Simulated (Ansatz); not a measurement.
C₄H₁₂O₃Sn, triplet, at the geometry of the source list (a higher spin typed on purpose: for a closed-shell molecule this is an excited state) (all electrons, no relativity); WB97M-V/STO-3G in Ansatz (a first-principles code).

Input for Ansatz:
Ansatz 0.2 input:
```yaml
crystal:
  periodic: [false, false, false]
  atoms:
    - {symbol: C, position_ang: [-3.31750000, -0.05390000, 0.26770000]}
    - {symbol: C, position_ang: [-2.08630000, -0.64560000, -0.40620000]}
    - {symbol: C, position_ang: [-0.80630000, 0.04620000, 0.06650000]}
    - {symbol: C, position_ang: [0.39980000, -0.56730000, -0.60880000]}
    - {symbol: Sn, position_ang: [2.26120000, 0.33860000, 0.06300000]}
    - {symbol: O, position_ang: [2.26010000, 2.24970000, -0.32920000]}
    - {symbol: O, position_ang: [2.47740000, 0.20180000, 2.00600000]}
    - {symbol: O, position_ang: [4.05270000, -0.24920000, -0.57080000]}
    - {symbol: H, position_ang: [-4.21660000, -0.57020000, -0.06140000]}
    - {symbol: H, position_ang: [-3.41660000, 1.00090000, 0.02240000]}
    - {symbol: H, position_ang: [-3.24220000, -0.14840000, 1.34870000]}
    - {symbol: H, position_ang: [-2.02550000, -1.71300000, -0.18000000]}
    - {symbol: H, position_ang: [-2.17730000, -0.53990000, -1.49000000]}
    - {symbol: H, position_ang: [-0.86240000, 1.11020000, -0.16460000]}
    - {symbol: H, position_ang: [-0.72120000, -0.05520000, 1.14900000]}
    - {symbol: H, position_ang: [0.48130000, -1.63090000, -0.38260000]}
    - {symbol: H, position_ang: [0.36180000, -0.43250000, -1.68940000]}
    - {symbol: H, position_ang: [3.10910000, 2.67620000, -0.20800000]}
    - {symbol: H, position_ang: [3.37410000, 0.01460000, 2.28650000]}
    - {symbol: H, position_ang: [4.09440000, -1.03190000, -1.11890000]}
basis:
  gaussian:
    orbitals: STO-3G
hamiltonian:
  xc: {name: wB97M-V}
magnetization: {spin_polarized: true, initial_magnetization: 2}
```

What the program printed (banner, timings and long lists left out):

```
Functional definition: wB97M-V
1043 factors; integrals over basis functions are off by at most 4.6e-5 eV
317 factors; integrals over basis functions are off by at most 1.5e-6 eV
mean field evaluation 1: about -172661.2144 eV, gradient 2.7e1 eV
mean field evaluation 2: about -172661.2616 eV, gradient 3.3e1 eV
mean field evaluation 4: about -172668.2133 eV, gradient 5.4e0 eV
mean field evaluation 8: about -172668.6407 eV, gradient 1.2e0 eV
mean field evaluation 16: about -172669.0853 eV, gradient 6.1e-2 eV
mean field evaluation 32: about -172667.5132 eV, gradient 1.2e1 eV
mean field -172669.08542578 eV, -6345.4718500875 hartree, gradient 1.1e-5 eV, S^2 2.012206; 6 other end points of the search recorded, 0 dependent functions left out
reference -172669.08546813 eV, -6345.4718516440 hartree; 56, 54 occupied and 18, 20 virtual orbitals, 1043 factors
Total energy: -172669.08546813 eV, -6345.4718516440 hartree
```
